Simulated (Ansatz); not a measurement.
Z-matrix (Å, degrees):
```
Si
C 1 1.874
H 1 1.488 2 111.2
H 1 1.485 2 108.1 3 120.0
H 1 1.488 2 111.2 3 -120.0
C 2 1.458 1 120.9 3 60.2
C 2 1.339 1 119.0 3 -119.7
C 6 1.332 2 125.3 1 0.1
H 6 1.090 2 115.8 1 -179.9
H 7 1.088 2 121.3 1 180.0
H 7 1.084 2 122.2 1 -0.0
H 8 1.083 6 121.4 2 180.0
H 8 1.086 6 122.1 2 0.0
```

Charge 0, multiplicity 1.

Task: List the ωB97M-V/def2-TZVPP orbital energies in eV (Ansatz 0.2.0). (An estimate is asked.)

Result: Computed: Occupied: -1806.79, -281.81, -281.75, -281.67, -281.52, -147.89, -102.01, -102.00, -101.99, -25.57, -23.54, -19.72, -18.80, -16.70, -15.84, -15.33, -13.46, -13.08, -12.68, -11.93, -11.36, -11.09, -9.15. Lowest empty: 0.94, 2.52, 2.85, 3.00, 3.25, 3.58, 3.70, 4.16.
